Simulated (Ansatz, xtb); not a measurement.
Isomers of CH5GeNOSi in order of energy

4 gas-phase structures of CH5GeNOSi, from a drawn sample of its isomers (lower ones may exist). Each was relaxed with GFN2-xTB; where two conformers were screened, the lower at r2SCAN-D4/def2-SVP//GFN2-xTB is listed:

A. `N#[C][GeH2][SiH2]O`, a singlet
B. `N#[C][Ge@@H]([OH])[SiH3]`, a singlet
C. `N#C[SiH2][GeH2][OH]`, a singlet
D. `N#C[Si@@H](O)[GeH3]`, a singlet

Question: Make a reasoned guess at their ranking by r2SCAN-D4/def2-SVP//GFN2-xTB single-point energy.

Answer: Calculated order at r2SCAN-D4/def2-SVP//GFN2-xTB: D (0.0), A (6.0), C (14.6), B (16.3) kcal/mol.

Energies above the lowest of each column, in kcal/mol; the last columns are at r2SCAN-D4/def2-SVP geometries:

```
structure  GFN2-xTB  HF/STO-3G  r2SCAN-D4/def2-SVP//GFN2-xTB  r2SCAN-D4/def2-SVP  CCSD(T)/def2-SVP + ΔMP2/def2-TZVPP
        D       5.6        0.0                           0.0                 0.0                                 0.0
        A       0.0        4.7                           6.0                 5.9                                 4.2
        C      16.6        6.6                          14.6                14.9                                16.2
        B      12.6        6.1                          16.3                17.5                                17.3
```

CCSD(T)/def2-SVP + ΔMP2/def2-TZVPP puts D lowest; GFN2-xTB picks A. Flexible structures stand in one conformer each, not always the lowest. A keeps a small imaginary mode. ΔMP2 is the change of the MP2 energy from the smaller to the larger basis.

Over these structures GFN2-xTB departs from r2SCAN-D4/def2-SVP//GFN2-xTB by 4.3 kcal/mol on average once a common shift is removed. A GFN2-xTB relaxation took about 0.67 s and the r2SCAN-D4/def2-SVP//GFN2-xTB energy about 7.6 s on a shared host (Ansatz 0.2.0, xtb 6.7.1).
